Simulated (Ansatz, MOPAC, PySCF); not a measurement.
Donor–acceptor adduct: BH3 (SMILES B) (first 4 atoms) with AsH3 (SMILES [AsH3]); geometry from B3LYP-D3(BJ)/def2-TZVP, rigid monomers moved along the line of their centres of mass till B1···As5 is 3.76 Å.
(charge 0, multiplicity 1):
```xyz
8

B     -0.00516    -0.05977     0.62956
H     -0.86618     0.77756     0.57872
H     -0.35292    -1.18244     0.37704
H      1.06646     0.26575     0.19285
As     0.67905    -0.26248     4.32482
H     -0.44301    -0.65238     5.25662
H      1.15174     0.97368     5.05129
H      1.72741    -1.22771     4.82340
```

Interaction energies are E(AB) − E(A) − E(B) at the monomers' geometry in the complex; basis-set methods are counterpoise corrected. Rows marked so take none.

Frozen-core correlation. Filled d and f shells under p-block atoms count as core. CBS(a, b) extrapolates the correlation energy as X⁻³ and adds the Hartree–Fock energy of set b. Rows in 6-31G* carry no dispersion term and start afresh at each structure (6-31G* with six Cartesian d functions); the Pople sets are all-electron and without relativity. MP2/6-31G* freezes PySCF's default core, which leaves 3d correlated. The state that AM1, PM7 reach isn't checked; PM7 holds dispersion and hydrogen-bond terms.

Programs: Ansatz (Gaussian orbitals); MOPAC for AM1, PM7 (differences of heats of formation); PySCF for 6-31G* rows, the dispersion terms. 

Other levels give for the interaction energy: PBE/def2-TZVPPD -15.0; B3LYP/def2-TZVPPD -11.1; B3LYP-D3(BJ)/def2-TZVPPD -15.1; wB97M-V/def2-TZVPPD -13.9; CCSD(T)/CBS(aug-cc-pVDZ, aug-cc-pVTZ) -13.3 kJ/mol.

Common cheap choices:

```csv
level,interaction energy (kJ/mol),"less -13.3 (CCSD(T)/CBS(aug-cc-pVDZ, aug-cc-pVTZ))"
AM1,-2.1,11.2
PM7,-11.5,1.8
HF/6-31G*,-10.1,3.2
HF/6-31G* (no counterpoise),-10.4,2.8
BP86/6-31G* (no counterpoise),-12.7,0.6
B3LYP/6-31G*,-11.7,1.6
B3LYP/6-31G* (no counterpoise),-12.3,1.0
MP2/6-31G* (no counterpoise),-13.7,-0.4
```

Ansatz is an electronic-structure program.
